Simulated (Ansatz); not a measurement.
Species: Se$_{2}$I, net charge 0, doublet state. It need not be the lowest isomer of its formula. 
Geometry from a B3LYP-D3(BJ)/def2-TZVP (Ansatz, an electronic-structure program) optimisation:
SMILES: [Se][Se]I
```xyz
3

Se    -2.0233    -0.9611    -0.2514
Se     0.0813    -1.0079     0.4228
I      1.2458     1.2631    -0.1100
```
Charge 0, spin multiplicity 2.

Computed values are from Ansatz. Cores are frozen in the correlated levels unless marked. UHF or UKS for open shells. No spin-orbit coupling. Frozen are the shells of the preceding noble gas and the d and f shells that filled before the atom's block. Past Kr the def2 sets carry scalar-relativistic core potentials. Basis-set limits of correlation are two-point, X^-3; Hartree-Fock from the larger set. [CCSD(T)-MP2]/basis is that difference in the basis named.

```yaml
atomisation energy De: 113.0 kcal/mol at RI-MP2/CBS(def2-TZVPP,def2-QZVPP)+[CCSD(T)-MP2]/def2-TZVPP
total_energy: -5097.0348 Eh at RI-MP2/CBS(def2-TZVPP,def2-QZVPP)+[CCSD(T)-MP2]/def2-TZVPP
dipole_moment: 0.55 D at CCSD(T)/def2-SVPD
T1 diagnostic: 0.034 at CCSD/def2-TZVPP
```
